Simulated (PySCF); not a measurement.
**Se (selenium, neutral) across methods**

[Ar] 3d10 4s1 4p4 5s1, high-spin 5P determinant (an excited configuration). All numbers are calculated (PySCF 2.14, a scalar-relativistic core potential, in aug-cc-pVDZ-PP with ECP10MDF (5s4p3d, 32 functions)).

```tsv
method	E (hartree)	mean ε 4p α (eV)	mean ε 4p β (eV)	mean ε 5s α (eV)	Σ⟨r²⟩ (bohr²)	⟨S²⟩
CAM-B3LYP	-372.4453	-14.103	-11.152	-2.886	58.01	6.003
M06-2X	-372.6548	-13.986	-10.442	-2.857	58.79	6.010
PBE	-372.4759	-11.402	-8.823	-1.815	58.01	6.002
PBEsol	-372.1142	-11.417	-8.779	-1.860	58.01	6.002
LDA	-371.9160	-11.467	-8.936	-1.947	57.81	6.002
wB97X-V	-372.4297	-15.137	-12.057	-3.422	58.15	6.003
PBE0	-372.4477	-12.894	-9.707	-2.273	58.13	6.003
UHF	-371.24785	-16.689	-10.960	-3.249	58.95	6.011
```

Question: Estimate the same row for r2SCAN.

Answer: E (hartree) = -372.3609; mean ε 4p α (eV) = -12.051; mean ε 4p β (eV) = -8.995; mean ε 5s α (eV) = -1.869; Σ⟨r²⟩ (bohr²) = 58.17; ⟨S²⟩ = 6.005.

Energies and moments cover only the electrons outside the core potential. The outer electron is Rydberg-like, and this basis confines it to a smaller radius and binds it less than a complete one would.
